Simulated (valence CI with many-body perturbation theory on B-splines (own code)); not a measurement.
# Forbidden lines of Kr¹⁵⁺

Method: valence CI with perturbative core correlation (CI+MBPT): three valence electrons over a frozen Dirac-Fock core [Ar], radial functions for each j: 9 s, 9 p, 10 d, 8 f, 5 g, 3 h, 1 i, with the one-electron correlation potential Σ1 (screened to all orders), the two-electron term Σ2, the three-electron term Σ3, Breit, model QED; selected single and double excitations, second order for the rest (own B-spline code, finite nucleus).

No measured spectrum was set against this ion. As an estimate, terms of the open shell hold to 2 to 4 % of their energy, and close levels can change places. Core correlation moves these levels by up to 4900 cm⁻¹, and in measured spectra 5 to 20 % of such shifts remained as error; rates that hang on mixing are uncertain with them. Only levels of the ground parity were solved; by the run's estimate the other parity begins above the list, which can be wrong where configurations are misplaced.

Lines 51 to 73 of 73 in falling wavelength, among levels below 21.338 eV, chosen from the decays that carry over 1 % of a level's rate. Wavelengths and rates use the calculated energies, so an error of 2000 cm⁻¹ moves a line at 1226 Å by 2.5 % and its rate by three times that or more. Electric multipoles are in the length gauge, E1 and E2 with the static RPA response of the core. S is in atomic units (e²a₀⁴ for E2 and M2, e²a₀⁶ for E3), for M1 in squared Bohr magnetons. Weak lines are less certain than strong ones. Lines between different terms over intervals too small for the method are left out, as are lines whose strength nearly cancels. The highest levels of a list are the least certain.

Names give the largest LS component (configuration and term), which can be under half, so a name can repeat, a term be missing and a line seem to break the LS rules; names also repeat where a configuration has a term twice. Letters in brackets count levels of one name in rising energy.

| λ vac (Å) | Upper | Lower | Type | A (s⁻¹) | S (a.u.) |
| --- | --- | --- | --- | --- | --- |
| 1226 | 3d³ ²D_5/2 [b] | 3d³ ²P_3/2 | M1 | 2.38e+01 | 9.74e-03 |
| 1220 | 3d³ ²P_3/2 | 3d³ ⁴F_3/2 | M1 | 3.37e+01 | 9.07e-03 |
| 1198 | 3d³ ²D_3/2 [b] | 3d³ ²P_3/2 | M1 | 6.32e+00 | 1.61e-03 |
| 1144 | 3d³ ²F_7/2 | 3d³ ⁴F_9/2 | M1 | 5.23e+01 | 2.32e-02 |
| 1136 | 3d³ ²D_5/2 [b] | 3d³ ²D_5/2 [a] | M1 | 9.49e+00 | 3.10e-03 |
| 1112 | 3d³ ²D_3/2 [b] | 3d³ ²D_5/2 [a] | M1 | 1.43e+02 | 2.92e-02 |
| 1040 | 3d³ ²F_5/2 | 3d³ ⁴F_7/2 | M1 | 2.32e+00 | 5.81e-04 |
| 992.2 | 3d³ ²F_7/2 | 3d³ ⁴F_5/2 | M1 | 1.80e+01 | 5.23e-03 |
| 990.0 | 3d³ ²D_5/2 [b] | 3d³ ²D_3/2 [a] | M1 | 1.45e+02 | 3.14e-02 |
| 972.5 | 3d³ ²F_5/2 | 3d³ ⁴F_5/2 | M1 | 3.42e+00 | 7.01e-04 |
| 971.6 | 3d³ ²D_3/2 [b] | 3d³ ²D_3/2 [a] | M1 | 2.06e+01 | 2.81e-03 |
| 919.6 | 3d³ ²F_5/2 | 3d³ ⁴F_3/2 | M1 | 3.99e+01 | 6.91e-03 |
| 911.2 | 3d³ ²D_5/2 [b] | 3d³ ²G_9/2 | E2 | 1.53e+01 | 5.15e-02 |
| 908.1 | 3d³ ²D_5/2 [b] | 3d³ ⁴P_5/2 | M1 | 2.36e+02 | 3.93e-02 |
| 892.6 | 3d³ ²D_3/2 [b] | 3d³ ⁴P_5/2 | M1 | 1.23e+01 | 1.30e-03 |
| 885.9 | 3d³ ²D_5/2 [b] | 3d³ ²G_7/2 | M1 | 7.92e+00 | 1.22e-03 |
| 871.1 | 3d³ ²D_3/2 [b] | 3d³ ²G_7/2 | E2 | 3.40e+01 | 6.09e-02 |
| 829.0 | 3d³ ²D_5/2 [b] | 3d³ ⁴P_3/2 | M1 | 1.04e+01 | 1.31e-03 |
| 825.2 | 3d³ ²D_3/2 [b] | 3d³ ⁴P_1/2 | M1 | 2.20e+01 | 1.83e-03 |
| 816.1 | 3d³ ²D_3/2 [b] | 3d³ ⁴P_3/2 | M1 | 7.02e+01 | 5.66e-03 |
| 662.2 | 3d³ ²D_5/2 [b] | 3d³ ⁴F_7/2 | M1 | 5.04e+01 | 3.25e-03 |
| 626.7 | 3d³ ²D_3/2 [b] | 3d³ ⁴F_5/2 | M1 | 5.16e+01 | 1.88e-03 |
| 604.3 | 3d³ ²D_3/2 [b] | 3d³ ⁴F_3/2 | M1 | 1.64e+01 | 5.37e-04 |
